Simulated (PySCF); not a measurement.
# The potential of point charges around `N#CC#C[SiH2][C@H]([SiH3])C#N`

Species: `N#CC#C[SiH2][C@H]([SiH3])C#N`. Coordinates (GFN2-xTB, Å) and charges (e) from the PBE0/pcSseg-1 density (PySCF):

```csv
atom,x,y,z,Mulliken,IAO,Hirshfeld,ESP-fitted
N1,4.371,2.201,-0.415,-0.2039,-0.1847,-0.1673,-0.4298
C2,3.486,1.490,-0.596,-0.1371,+0.1444,+0.0963,+0.5221
C3,2.432,0.654,-0.819,+0.2286,-0.0307,-0.0013,-0.1832
C4,1.490,-0.081,-1.028,-0.2166,-0.2656,-0.0957,-0.1357
Si5,0.041,-1.198,-1.310,+0.7350,+0.8106,+0.3929,+0.4936
C6,-1.219,-0.818,0.086,-0.8246,-0.6825,-0.1683,-0.4100
Si7,-1.802,1.013,0.189,+0.5480,+0.6341,+0.3392,+0.4082
C8,-0.646,-1.188,1.335,+0.0994,+0.1268,+0.0657,+0.3861
N9,-0.163,-1.471,2.335,-0.2304,-0.2587,-0.2310,-0.4703
H10,0.507,-2.583,-1.230,-0.0291,-0.0856,-0.0501,-0.0555
H11,-0.561,-0.861,-2.601,-0.0386,-0.1002,-0.0558,-0.0740
H12,-2.098,-1.449,-0.075,+0.2205,+0.1961,+0.0681,+0.1731
H13,-0.638,1.864,0.416,-0.0358,-0.0962,-0.0631,-0.0589
H14,-2.437,1.312,-1.096,-0.0699,-0.1132,-0.0691,-0.0962
H15,-2.767,1.124,1.281,-0.0455,-0.0947,-0.0607,-0.0693
```

Points outside the species (Å): A (0.8, -1.1, 6.4); B (-1.4, -3.4, 5.0); C (2.0, -1.3, -5.9).

Task: Find the potential V = 14.3996 V·Å × Σ q/r of each set of charges at these points.

Result: In volts:

| point | nearest atom | distance (Å) | Mulliken | IAO | Hirshfeld | ESP-fitted |
| --- | --- | --- | --- | --- | --- | --- |
| A | N9 | 4.19 | -0.367 | -0.364 | -0.280 | -0.403 |
| B | N9 | 3.51 | -0.398 | -0.399 | -0.304 | -0.419 |
| C | H11 | 4.20 | +0.408 | +0.263 | +0.202 | +0.235 |

Task: How far are the other sets from the ESP-fitted one at these points?

Result: Root-mean-square difference: IAO 0.030 V, Hirshfeld 0.099 V, Mulliken 0.103 V. The ESP scheme is a least-squares fit of atom-centred charges to the potential on four shells outside the van der Waals surface, with the total charge fixed.

Task: What energy would a point charge of -1 e have at B in the field of the ESP charges, leaving out polarisation?

Result: +0.419 eV = +40.4 kJ/mol, a repulsion.

Isolated species at its GFN2-xTB geometry (one conformer only).

Conformer computed: `[N:1]#[C:2][C:3]#[C:4][SiH2:5][C@H:6]([SiH3:7])[C:8]#[N:9]`: C4–Si5–C6–Si7 57°.
